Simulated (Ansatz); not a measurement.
Coupled-cluster diagnostics for Cu(NH3)H (CuNH₄), Ansatz.

Geometry of the singlet (r2SCAN-D4/def2-TZVP):

```xyz
6

Cu   -1.2346   -0.1236    0.1458
N     0.7078    0.0708   -0.0835
H     1.1692    0.2564    0.8037
H     0.9317    0.8391   -0.7113
H     1.1215   -0.7729   -0.4729
H    -2.6956   -0.2698    0.3183
```

Correlated methods freeze 10 core orbitals. In CCSD on the charge 1 doublet the largest single amplitude is 0.30, so its Hartree–Fock determinant may place the open shell otherwise than the density functionals do.

(1) Estimate the CCSD(T) correlation energy, the shares of MP2 and (T), T1 and the reference's ⟨S²⟩ for: charge 0, singlet, own geometry in def2-TZVPP; charge 0, singlet, own geometry in def2-TZVPD; charge 1, doublet, vertical in def2-TZVPP; charge -1, doublet, vertical in def2-TZVPD; and the rough time on 4 threads of Intel Xeon Platinum 8259CL on a shared host.

## Answers

(1) 
| state | basis | correlation (eV) | MP2 share (%) | (T) share (%) | T1 | ⟨S²⟩ (pure) | wall time | remarks |
| --- | --- | --- | --- | --- | --- | --- | --- | --- |
| charge 0, singlet, own geometry | def2-TZVPP | -20.639 | 103.8 | 4.1 | 0.025 | 0.00 (0.00) | 7.5 s | – |
| charge 0, singlet, own geometry | def2-TZVPD | -18.389 | 103.4 | 3.8 | 0.027 | 0.00 (0.00) | 4.1 s | – |
| charge 1, doublet, vertical | def2-TZVPP | -18.133 | 96.2 | 2.8 | 0.087 | 0.77 (0.75) | 25 s | large T1 (0.087) |
| charge -1, doublet, vertical | def2-TZVPD | -18.793 | 103.0 | 4.0 | 0.028 | 0.75 (0.75) | 13 s | HOMO above zero |
Customary marks for T1 are 0.02 (closed shells), 0.045 (open shells) and about 0.05 (3d metals). T1 exceeds 0.02 in 4 of 4 rows and 0.045 in 1; the higher it lies, the less the single-reference result can be trusted.
